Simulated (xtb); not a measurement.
sodium atom (Na), doublet (GFN-xTB shapes and energies of metal compounds can be far from the true ones). Base run: xtb 6.7.1 with GFN0-xTB.

Input for xtb:
```
$ xtb mol.xyz --gfn 0 --uhf 1 --json

# file mol.xyz
1

Na     0.00000000     0.00000000     0.00000000
```

Each row names what was changed in the base input (with any setting that the change needs).

```tsv
change	ΔE vs base (kJ/mol)
base	0.00
etemp = 1000	0.00
etemp = 10000	-20.52
acc = 0.0001	0.00
etemp = 3000	-0.01
etemp = 5000	-0.79
acc = 30	0.00
```
